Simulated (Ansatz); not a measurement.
`C#[C][Zr]([F])([F])[C]#C` + H–F → `C#[C][Zr]([F])([F])[F]` + `C#C` at 400 K and 1 bar (ligand exchange at a Zr–C bond).

Calculated with Ansatz (gas phase, PBE0-D4/def2-TZVP geometries, no zero-point term in ΔE). CCSD(T)/CBS adds triple-zeta CCSD(T) − MP2 to the extrapolated MP2 energy (def2 sets, frozen cores). This one scheme is used for every species. Elements past krypton have def2 core potentials. For Zr outer-core shells are correlated without core-valence functions, which leaves a few kJ/mol of doubt a bond.

```csv
species,CCSD(T)/CBS energy (Eh),H − E (kJ/mol),S (J/(mol·K))
`C#[C][Zr]([F])([F])[C]#C`,-400.04158,148.5,453.8
H–F,-100.39570,36.5,182.2
`C#[C][Zr]([F])([F])[F]`,-423.26659,99.3,404.7
`C#C`,-77.22717,85.5,213.8
```

H − E and S are ideal-gas, rigid-rotor, harmonic terms from PBE0-D4/def2-TZVP. 1 Eh = 2625.50 kJ/mol, R = 8.31446 J/(mol·K).

Q: By hand: ΔE, ΔH, ΔS and ΔG.

A: ΔE = (-423.26659) + (-77.22717) − (-400.04158) − (-100.39570) = -0.05648 Eh = -148.3 kJ/mol. Δ(H − E) = 99.3 + 85.5 − 148.5 − 36.5 = -0.2, so ΔH = -148.5 kJ/mol. ΔS = 404.7 + 213.8 − 453.8 − 182.2 = -17.5 J/(mol·K). ΔG = -148.5 − 400 × (-17.5)/1000 = -141.5 kJ/mol.

Q: By hand: the equilibrium constant, and the temperature at which ΔG would vanish if ΔH and ΔS stayed fixed.

A: log₁₀ K = −ΔG/(RT ln 10) = 18.5. ΔG = 0 at ΔH/ΔS = 8486 K, far beyond where these terms or the molecules hold.

ΔH outweighs TΔS. A doubt of 5 kJ/mol in ΔE shifts log₁₀ K by 0.7 here. Modes under 60 cm⁻¹, often nearly free rotors, make the harmonic entropy too high. These are equilibria of isolated gas molecules and say nothing of rates. Largest T1 diagnostic: 0.017 (customary marks: 0.02 for closed shells, 0.045 for open ones).
